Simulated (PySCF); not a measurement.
Polarisability and C₆ of B- (boron, charge -1)

[He] 2s2 2p2, high-spin 3P determinant. Computed with PySCF 2.14 in dyall-acv3z, with no relativity, point nucleus. Coupled (time-dependent) response in atomic units; α is the mean over directions.

| method | mean α (bohr³) | α xx, yy, zz | C₆ (like pair) | S(−4) |
| --- | --- | --- | --- | --- |
| UHF | 119.2 | 53.56, 152.0, 152.0 | 1189 | 18450 |
| wB97X-V | 123.8 | 56.52, 157.5, 157.5 | 1253 | 20650 |

S(−4) is the Cauchy moment in α(ω) = α(0) + S(−4) ω² + …

α(iu) at UHF:

```csv
u (hartree),α(iu) (bohr³)
0,119.2
0.0500,90.42
0.100,62.27
0.200,35.10
0.300,21.90
0.500,10.48
0.750,5.393
1.00,3.279
1.50,1.589
2.00,0.9410
3.00,0.4469
5.00,0.1753
```

For an ion, C₆ is the dispersion term alone; charge-induced terms of lower order in 1/R come first.

The components differ because the open shell of this determinant is not spherical; for a pure term their mean is the scalar polarisability.
